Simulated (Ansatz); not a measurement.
Two isomers of C3H10Si2: A = `C=C(C)[SiH2][SiH3]`, B = `[SiH3]C[SiH]1CC1`.

Calculated with Ansatz (gas phase, PBE0-D4/def2-TZVP geometries, no zero-point term in ΔE). CBS: MP2 limit from def2 TZ/QZ plus the TZ coupled-cluster correction, frozen cores. Functionals use def2-TZVPP. B3LYP here is the variant with VWN-RPA as its local correlation; programs differ in this. Each species was taken in one conformer, which may not be the lowest.

Q: Which is lower in electronic energy at CCSD(T)/CBS, and by how much? (Estimate.)

A: Ansatz gave: B, by 0.0 kcal/mol. So small a gap doesn't settle the order.

Q: Give E(B) − E(A) in kcal/mol with B2PLYP, HF/def2-TZVPP, B3LYP-D4, r2SCAN-D4, ωB97M-V, B3LYP, CCSD/def2-TZVPP. (An estimate is asked.)

A: Computed: B2PLYP 0.7, HF/def2-TZVPP 5.5, B3LYP-D4 2.8, r2SCAN-D4 -2.0, ωB97M-V -3.0, B3LYP 2.4, CCSD/def2-TZVPP 0.5. The order is the other way round with B2PLYP, HF/def2-TZVPP, B3LYP-D4, B3LYP, CCSD/def2-TZVPP.

Largest T1 diagnostic: 0.012.

In def2-TZVPP, CCSD(T) changes the Hartree–Fock value by −5.0 kcal/mol (the triples alone add −0.0 kcal/mol) and MP2 by −8.9 kcal/mol. From PBE to PBE0 (25 % exact exchange), in def2-TZVPP and without D4, E(B) − E(A) moves by −1.6 kcal/mol.
